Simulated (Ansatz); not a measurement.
CH₆FInOSi, SMILES `[CH3][In]([F])[O][SiH3]`. The species carries charge 0 and has multiplicity 1. In: def2 effective core potential.

Cartesian coordinates in Å:
```
C -1.508 -1.721 0.079
In -0.574 -0.146 1.146
F -0.938 0.260 3.014
O 0.768 1.171 0.556
Si 1.611 1.514 -0.790
H -0.822 -2.105 -0.674
H -1.788 -2.507 0.777
H -2.401 -1.331 -0.409
H 1.281 2.879 -1.284
H 3.074 1.443 -0.526
H 1.298 0.545 -1.888
```

(1) What are the harmonic wavenumbers in cm⁻¹ at PBE0-D4/def2-TZVP (Ansatz, finite differences of forces, unscaled)? (Best estimate.)

Answers

(1) Computed: 12i, 42, 52, 54, 102, 130, 147, 446, 527, 593, 722, 736, 741, 763, 954, 958, 992, 1010, 1201, 1448, 1449, 2161, 2208, 2213, 3079, 3178, 3191.
